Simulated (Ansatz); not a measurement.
Mulliken charges of `[NH2][In]([SH])[SH]` from ωB97M-V/def2-TZVPP in Ansatz (PBE0-D4/def2-TZVP geometry).

```
atom   x (Å)   y (Å)   z (Å)  charge (e)
  N1  -0.958   1.754  -0.323      -0.445
 In2  -0.002   0.018   0.023       0.671
  S3   2.364  -0.070  -0.229      -0.348
  S4  -1.238  -1.836   0.860      -0.348
  H5  -1.944   1.698  -0.533       0.114
  H6  -0.517   2.397  -0.966       0.114
  H7   2.446  -1.344   0.188       0.121
  H8  -0.151  -2.616   0.979       0.121
```

Task: By hand: the dipole of these point charges (1 e Å = 4.8032 D).

Result: Σ q r = (0.030, -0.117, -0.090) e Å, of length 0.151 e Å = 0.73 D.

Task: How does the dipole of the full density compare? (An estimate is asked.)

Result: Computed: (-0.055, -0.013, -0.204) e Å, 1.02 D; the point charges give 0.72 times that, at 55° from its direction.

Point charges leave out the atoms' own dipoles, such as those of lone pairs, and Mulliken's split depends on the basis, so the two needn't agree.
